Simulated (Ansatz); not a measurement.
C₂H₆GeO (`C[C](=O)[GeH3]`) at its PBE0-D4/def2-TZVP geometry, where that method's forces vanish. Total charge 0; spin multiplicity 1.

```xyz
10

C     0.0520   -0.6756    1.3395
C    -0.6436   -0.4459    0.0282
O    -1.6779   -0.9867   -0.2615
Ge    0.2201    0.8272   -1.2796
H     0.1681    0.2769    1.8657
H     1.0606   -1.0593    1.1573
H    -0.5111   -1.3783    1.9547
H    -0.6680    0.9167   -2.5239
H     1.6219    0.3122   -1.6527
H     0.3779    2.2127   -0.6277
```

Question: What forces (eV/Å) does r2SCAN-D4/def2-TZVPP give on these atoms in the Gaussian-basis code of Ansatz? (Best estimate.)

Answer: Computed: 
```
C1   0.048 -0.022  0.099
C2   0.228  0.130  0.046
O3  -0.357 -0.186 -0.100
Ge4  0.062  0.076 -0.066
H5   0.017 -0.012 -0.010
H6  -0.005  0.022  0.009
H7   0.010  0.010 -0.007
H8   0.047 -0.002  0.060
H9  -0.053  0.035  0.007
H10  0.004 -0.050 -0.039
```
